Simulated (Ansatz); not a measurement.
Calculated with Ansatz (gas phase, PBE0-D4/def2-TZVP geometries, no zero-point term in ΔE). CCSD(T)/CBS is the MP2 limit (def2-TZVPP, def2-QZVPP) plus CCSD(T) − MP2 in def2-TZVPP, frozen cores. This one scheme is used for every species. Functionals use def2-TZVPP. HSE06 is defined as in plane-wave codes. One conformer a species, not always the lowest.

Consider the hydrogenolysis of the Si–F bond: `NCO[SiH2]F` + H₂ → `NCO[SiH3]` + H–F.

| level | ΔE (kJ/mol) |
| --- | --- |
| BHLYP-D4 | 141.0 |
| CAM-B3LYP-D4 | 142.0 |
| PBE-QIDH | 133.1 |
| HSE06 | 127.6 |
| HF/def2-SVP | 119.3 |
| SCS-MP2/def2-TZVPP | 138.7 |
| HF/CBS(def2) | 137.5 |
| MP2/CBS(def2) | 141.2 |

(1) What does CCSD(T)/CBS give? (Estimate.)

Largest T1 diagnostic among the species: 0.012.

Results:

(1) The calculation gave: +136.5 kJ/mol. The listed levels differ from it by 4.5, 5.5, -3.4, -8.9, -17.2, 2.2, 1.0, 4.7 kJ/mol.

From r2SCAN to r2SCAN0 (25 % exact exchange), in def2-TZVPP and without D4, ΔE moves by −4.1 kJ/mol. The D4 term adds +3.3 kJ/mol with B3LYP and +1.8 kJ/mol with PBE0; it sums over pairs of atoms, weighted by their polarisabilities, and B3LYP, whose exchange is more repulsive, gets the larger term. At CCSD(T), def2-SVP lies −12.8 kJ/mol from the extrapolated value and def2-TZVPP −1.5 kJ/mol.

CCSD(T)/CBS has its own doubt, a few kJ/mol and more with outer-core shells, so smaller differences from it don't rank the levels.

B3LYP here is the variant with VWN-RPA as its local correlation; programs differ in this.
